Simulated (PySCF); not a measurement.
**[VF5]2-: multiplets, ligand field and magnetism**

[VF5]2- holds V(III), d2, at total charge -2. The structure is a PBE0-D3(BJ)/def2-TZVP, IEF-PCM water geometry optimised for multiplicity 3; coordination trigonal bipyramidal, point group D3h, metal–donor distances 1.85–1.97 Å.

```
6

V     0.0000    0.0000    0.0000
F     0.0000    0.0000    1.9664
F     0.0000    0.0000   -1.9664
F     1.8498    0.0000    0.0000
F    -0.9249    1.6020    0.0000
F    -0.9249   -1.6020    0.0000
```

Method (PySCF 2.14, density fitting): CASSCF(2,5) with orbitals averaged over all microstates of the shell, strongly contracted NEVPT2 on the averaged canonical orbitals; basis x2c-TZVPall on the metal, x2c-SVPall elsewhere; spin-free X2C; IEF-PCM water; spin-orbit coupling by state interaction with the mean-field operator over all roots.

## Spin-free states

```json
{"2S+1": "3", "deg.": "1", "symmetry": "3A2'", "free-ion term": "3F 0.95", "CASSCF / cm⁻¹": "0", "NEVPT2 / cm⁻¹": "0", "f(ED)": "–"}
{"2S+1": "3", "deg.": "1", "symmetry": "3A1''", "free-ion term": "3F 1.00", "CASSCF / cm⁻¹": "4973", "NEVPT2 / cm⁻¹": "5684", "f(ED)": "1.3e-04"}
{"2S+1": "3", "deg.": "1", "symmetry": "3A2''", "free-ion term": "3F 1.00", "CASSCF / cm⁻¹": "5119", "NEVPT2 / cm⁻¹": "5778", "f(ED)": "0"}
{"2S+1": "3", "deg.": "2", "symmetry": "3E''", "free-ion term": "3F 0.94", "CASSCF / cm⁻¹": "7363", "NEVPT2 / cm⁻¹": "8153", "f(ED)": "2.4e-11"}
{"2S+1": "1", "deg.": "2", "symmetry": "1E'", "free-ion term": "1D 0.59", "CASSCF / cm⁻¹": "14286", "NEVPT2 / cm⁻¹": "12258", "f(ED)": "–"}
{"2S+1": "1", "deg.": "2", "symmetry": "1E''", "free-ion term": "1D 0.95", "CASSCF / cm⁻¹": "17744", "NEVPT2 / cm⁻¹": "16427", "f(ED)": "–"}
{"2S+1": "1", "deg.": "1", "symmetry": "1A1'", "free-ion term": "1D 0.58", "CASSCF / cm⁻¹": "19018", "NEVPT2 / cm⁻¹": "17165", "f(ED)": "–"}
{"2S+1": "1", "deg.": "1", "symmetry": "1A1''", "free-ion term": "1G 1.00", "CASSCF / cm⁻¹": "23691", "NEVPT2 / cm⁻¹": "22149", "f(ED)": "–"}
{"2S+1": "1", "deg.": "1", "symmetry": "1A2''", "free-ion term": "1G 1.00", "CASSCF / cm⁻¹": "24143", "NEVPT2 / cm⁻¹": "22580", "f(ED)": "–"}
{"2S+1": "3", "deg.": "1", "symmetry": "3A2'", "free-ion term": "3P 0.95", "CASSCF / cm⁻¹": "24306", "NEVPT2 / cm⁻¹": "22669", "f(ED)": "0"}
{"2S+1": "3", "deg.": "2", "symmetry": "3E'", "free-ion term": "3F 1.00", "CASSCF / cm⁻¹": "20077", "NEVPT2 / cm⁻¹": "22727", "f(ED)": "1.5e-05"}
{"2S+1": "3", "deg.": "2", "symmetry": "3E''", "free-ion term": "3P 0.94", "CASSCF / cm⁻¹": "25959", "NEVPT2 / cm⁻¹": "24775", "f(ED)": "0"}
{"2S+1": "1", "deg.": "2", "symmetry": "1E'", "free-ion term": "1G 1.00", "CASSCF / cm⁻¹": "30314", "NEVPT2 / cm⁻¹": "29303", "f(ED)": "–"}
{"2S+1": "1", "deg.": "2", "symmetry": "1E''", "free-ion term": "1G 0.95", "CASSCF / cm⁻¹": "32257", "NEVPT2 / cm⁻¹": "31920", "f(ED)": "–"}
{"2S+1": "1", "deg.": "1", "symmetry": "1A1'", "free-ion term": "1G 0.44", "CASSCF / cm⁻¹": "36648", "NEVPT2 / cm⁻¹": "35610", "f(ED)": "–"}
{"2S+1": "1", "deg.": "2", "symmetry": "1E'", "free-ion term": "1G 0.59", "CASSCF / cm⁻¹": "35830", "NEVPT2 / cm⁻¹": "36098", "f(ED)": "–"}
{"2S+1": "1", "deg.": "1", "symmetry": "1A1'", "free-ion term": "1S 0.81", "CASSCF / cm⁻¹": "62274", "NEVPT2 / cm⁻¹": "57769", "f(ED)": "–"}
```

Energies are counted from the ground state at NEVPT2 level. Weights follow the labels. f(ED) is the electric-dipole oscillator strength from the ground state at the fixed geometry, without vibronic coupling; occupations, where given, run over the ligand-field orbitals from the lowest.

## Ligand-field fit

```json
{"cm⁻¹": "B", "CASSCF": "972"}
{"cm⁻¹": "B, free ion", "CASSCF": "1086"}
{"cm⁻¹": "C", "CASSCF": "3708"}
{"cm⁻¹": "C, free ion", "CASSCF": "4071"}
{"cm⁻¹": "rms of the fit", "CASSCF": "102"}
```

```json
{"orbital": "1", "CASSCF / cm⁻¹": "0", "metal share": "0.96", "main function": "degenerate set"}
{"orbital": "2", "CASSCF / cm⁻¹": "1", "metal share": "0.96", "main function": "degenerate set"}
{"orbital": "3", "CASSCF / cm⁻¹": "6299", "metal share": "0.91", "main function": "degenerate set"}
{"orbital": "4", "CASSCF / cm⁻¹": "6301", "metal share": "0.91", "main function": "degenerate set"}
{"orbital": "5", "CASSCF / cm⁻¹": "15166", "metal share": "0.90", "main function": "z2 1.00"}
```

Angular-overlap fit (CASSCF, isotropic π): F eσ = 5301, eπ = -168 cm⁻¹ (rms 1).

ζ = 186 cm⁻¹, against 209 for the free ion.

## Spin-orbit levels

```json
{"E / cm⁻¹": "0.0", "deg.": "1", "make-up": "1.00 3A2'"}
{"E / cm⁻¹": "7.0", "deg.": "2", "make-up": "1.00 3A2'"}
{"E / cm⁻¹": "5464.0", "deg.": "2", "make-up": "0.58 3A1'' + 0.41 3A2''"}
{"E / cm⁻¹": "5696.6", "deg.": "1", "make-up": "1.00 3A1''"}
{"E / cm⁻¹": "5791.1", "deg.": "1", "make-up": "1.00 3A2''"}
{"E / cm⁻¹": "6017.0", "deg.": "2", "make-up": "0.59 3A2'' + 0.41 3A1''"}
{"E / cm⁻¹": "8090.2", "deg.": "1", "make-up": "1.00 3E''"}
{"E / cm⁻¹": "8099.0", "deg.": "1", "make-up": "1.00 3E''"}
{"E / cm⁻¹": "8163.2", "deg.": "2", "make-up": "1.00 3E''"}
{"E / cm⁻¹": "8240.1", "deg.": "2", "make-up": "1.00 3E''"}
{"E / cm⁻¹": "12276.7", "deg.": "2", "make-up": "1.00 1E'"}
{"E / cm⁻¹": "16436.9", "deg.": "2", "make-up": "1.00 1E''"}
{"E / cm⁻¹": "17172.7", "deg.": "1", "make-up": "1.00 1A1'"}
{"E / cm⁻¹": "22129.2", "deg.": "1", "make-up": "0.96 1A1'' + 0.04 3E'"}
{"E / cm⁻¹": "22524.1", "deg.": "1", "make-up": "0.85 1A2'' + 0.15 3E'"}
{"E / cm⁻¹": "22576.5", "deg.": "2", "make-up": "1.00 3E'"}
{"E / cm⁻¹": "22676.9", "deg.": "1", "make-up": "1.00 3A2'"}
{"E / cm⁻¹": "22685.6", "deg.": "2", "make-up": "1.00 3A2'"}
{"E / cm⁻¹": "22742.0", "deg.": "1", "make-up": "1.00 3E'"}
{"E / cm⁻¹": "22743.2", "deg.": "1", "make-up": "1.00 3E'"}
{"E / cm⁻¹": "22948.8", "deg.": "1", "make-up": "0.96 3E' + 0.04 1A1''"}
{"E / cm⁻¹": "22984.3", "deg.": "1", "make-up": "0.85 3E' + 0.15 1A2''"}
{"E / cm⁻¹": "24696.1", "deg.": "1", "make-up": "1.00 3E''"}
{"E / cm⁻¹": "24704.2", "deg.": "1", "make-up": "1.00 3E''"}
```

Only the lowest levels are listed: 33 of 45 states.

## Magnetism

The ground multiplet follows a spin Hamiltonian with S = 1, g = 1.888, 1.888, 2.001, D = 6.96 cm⁻¹, E/|D| = 0.00 (spin-orbit part alone); the lowest levels hold 100 % of the spin-free ground state. μeff is 2.80 μB at 300 K and 2.63 μB at 10 K; the spin-only value is 2.83 μB.

```json
{"T / K": "2", "χT / cm³ K mol⁻¹": "0.356", "μeff / μB": "1.69"}
{"T / K": "5", "χT / cm³ K mol⁻¹": "0.714", "μeff / μB": "2.39"}
{"T / K": "10", "χT / cm³ K mol⁻¹": "0.864", "μeff / μB": "2.63"}
{"T / K": "20", "χT / cm³ K mol⁻¹": "0.912", "μeff / μB": "2.70"}
{"T / K": "30", "χT / cm³ K mol⁻¹": "0.924", "μeff / μB": "2.72"}
{"T / K": "50", "χT / cm³ K mol⁻¹": "0.933", "μeff / μB": "2.73"}
{"T / K": "75", "χT / cm³ K mol⁻¹": "0.940", "μeff / μB": "2.74"}
{"T / K": "100", "χT / cm³ K mol⁻¹": "0.945", "μeff / μB": "2.75"}
{"T / K": "150", "χT / cm³ K mol⁻¹": "0.955", "μeff / μB": "2.76"}
{"T / K": "200", "χT / cm³ K mol⁻¹": "0.964", "μeff / μB": "2.78"}
{"T / K": "250", "χT / cm³ K mol⁻¹": "0.973", "μeff / μB": "2.79"}
{"T / K": "300", "χT / cm³ K mol⁻¹": "0.983", "μeff / μB": "2.80"}
```

Powder magnetisation at 2 K: 0.16 μB at 0.5 T, 0.31 μB at 1 T, 0.60 μB at 2 T, 0.84 μB at 3 T, 1.22 μB at 5 T, 1.48 μB at 7 T.

NEVPT2 lifts 3A1'' from 4973 to 5684 cm⁻¹; on the d shell alone such lifts tend to overshoot. NEVPT2 on the d shell alone tends to put d–d bands too high for such charged or covalently bound ions.

The job took 6.5 s on one thread of Arm Neoverse V1 (shared host), with 118 basis functions and a peak of 0.58 GiB, launched as `OMP_NUM_THREADS=1 python lf_run.py task.json out`.
